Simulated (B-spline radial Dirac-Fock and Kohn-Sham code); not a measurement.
In the model described below, an M1 (3s) vacancy in the Xe⁴⁺ ion in the configuration [Kr] 4d10 5s2 5p2, inside a Watson sphere of charge -4 and radius 2.2 Å (a model of the Madelung potential; inside it an electron's potential energy is raised by 26.2 eV), lives for 0.065 fs, which corresponds to a natural width of 10.1 eV. Out of 1000 such holes, about 0.43 decay by emitting a photon, 951 by a Coster-Kronig transition that moves the hole within the M shell, and the rest by ordinary Auger emission. The strongest X-ray line is M1-N3 at 995.9 eV, with 48 % of the radiative rate. The strongest electron group is M1-M3N3 near 1 eV, with 18 % of the non-radiative rate. The Coster-Kronig yields by final subshell (the deeper hole where both stay in the shell) are M2 0.292, M3 0.432, M4 0.094, M5 0.134. Independent-particle models tend to overestimate Coster-Kronig rates.

The computed values come from a radial finite-basis atomic code: independent-particle radiative and Coulomb Auger rates from relativistic LDA hole-state orbitals, with Dirac-Fock energies.
